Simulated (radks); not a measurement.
Values are calculated unless marked as measured or tabulated.
Question: The mean radii <r> (bohr) of the occupied orbitals of an atom or ion are listed with their occupations. Level of theory: Dirac Kohn-Sham, LDA (Slater exchange, Perdew-Wang correlation), spin-unpolarised, spherical densities, finite nucleus; Fermi nuclear charge, rms radius of each element as measured or else 0.836 A^(1/3) + 0.57 fm (a radial shooting solver on a logarithmic mesh with Libxc functionals).

| orbital | occ. | <r> |
|---|---|---|
| 1s1/2 | 2 | 0.03041 |
| 2s1/2 | 2 | 0.1291 |
| 2p1/2 | 2 | 0.1091 |
| 2p3/2 | 4 | 0.1140 |
| 3s1/2 | 2 | 0.3125 |

Name the element and its charge. Open shells, if any, fill j = l - 1/2 first.

Answer: Z = 48, cadmium, charge +36: Cd36+ in [Ne] 3s2. The 1s radius gives Z: for a bare nucleus <r> = (2 gamma + 1)/(2Z) with gamma = sqrt(1 - (Z/c)^2), 0.02993 bohr for Z = 48, and screening makes it slightly larger (0.03041 here). The occupations add up to 12, and the charge is Z minus that.
